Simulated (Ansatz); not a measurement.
`C=CCCCCCCCCCC=C`. Charge 0, multiplicity 3. Geometry r2SCAN-D4/def2-SVP, that of the neutral singlet; atoms count from 1.

Cartesian coordinates in Å:
```
C -3.4289 1.7904 -5.2320
C -3.7561 1.3562 -4.0090
C -2.8094 1.0113 -2.8975
C -1.3275 1.2141 -3.1959
C -0.4079 0.9215 -2.0088
C -0.4075 -0.5388 -1.5532
C 0.6484 -0.8667 -0.4961
C 0.4568 -0.1474 0.8381
C 1.4749 -0.5608 1.8975
C 1.2892 0.1593 3.2299
C 2.3285 -0.2260 4.2929
C 2.2452 -1.6612 4.7143
C 3.2313 -2.5597 4.6099
H -4.2000 2.0149 -5.9746
H -2.3892 1.9377 -5.5407
H -4.8209 1.2259 -3.7696
H -3.0001 -0.0386 -2.6024
H -3.0896 1.6015 -2.0016
H -1.1707 2.2571 -3.5243
H -1.0363 0.5770 -4.0520
H 0.6258 1.2053 -2.2810
H -0.6894 1.5803 -1.1665
H -1.4035 -0.8126 -1.1583
H -0.2451 -1.1838 -2.4369
H 1.6532 -0.6296 -0.8959
H 0.6483 -1.9568 -0.3130
H 0.5150 0.9468 0.6905
H -0.5657 -0.3458 1.2147
H 2.4973 -0.3662 1.5193
H 1.4207 -1.6536 2.0565
H 1.3335 1.2513 3.0663
H 0.2738 -0.0461 3.6202
H 2.1764 0.4177 5.1800
H 3.3452 -0.0124 3.9176
H 1.2786 -1.9816 5.1316
H 3.0950 -3.5974 4.9284
H 4.2106 -2.2834 4.2016
```

At PBE0-D4/def2-SVP a singlet of charge 0 lies 4.25 eV below the triplet at the same geometry.

**Question.** Estimate the Mulliken populations of the heavy atoms from the PBE0/def2-SVP orbitals of Ansatz.

**Answer.** 
| atom | charge (e) | spin (α − β) |
| --- | --- | --- |
| C1 | -0.09 | 0.00 |
| C2 | -0.12 | 0.00 |
| C3 | -0.02 | 0.00 |
| C4 | -0.07 | 0.00 |
| C5 | -0.06 | 0.00 |
| C6 | -0.06 | 0.00 |
| C7 | -0.04 | 0.00 |
| C8 | -0.09 | 0.00 |
| C9 | -0.06 | 0.01 |
| C10 | -0.06 | 0.04 |
| C11 | 0.02 | -0.12 |
| C12 | -0.15 | 1.06 |
| C13 | -0.07 | 1.12 |
Mulliken values depend strongly on the basis.

**Question.** Where does the spin sit?

**Answer.** Summed by element: C 2.11, H -0.11, of 2 unpaired in all. Largest on single atoms: C13 1.12, C12 1.06, C11 -0.12.

**Question.** And the Mayer bond orders between heavy atoms (over 0.3)?

**Answer.** C1–C2 2.01 (1.34 Å); C2–C3 1.04 (1.50 Å); C3–C4 1.08 (1.53 Å); C4–C5 1.09 (1.53 Å); C5–C6 1.06 (1.53 Å); C6–C7 1.09 (1.53 Å); C7–C8 1.06 (1.53 Å); C8–C9 1.08 (1.53 Å); C9–C10 1.06 (1.53 Å); C10–C11 1.07 (1.54 Å); C11–C12 1.06 (1.50 Å); C12–C13 0.95 (1.34 Å).
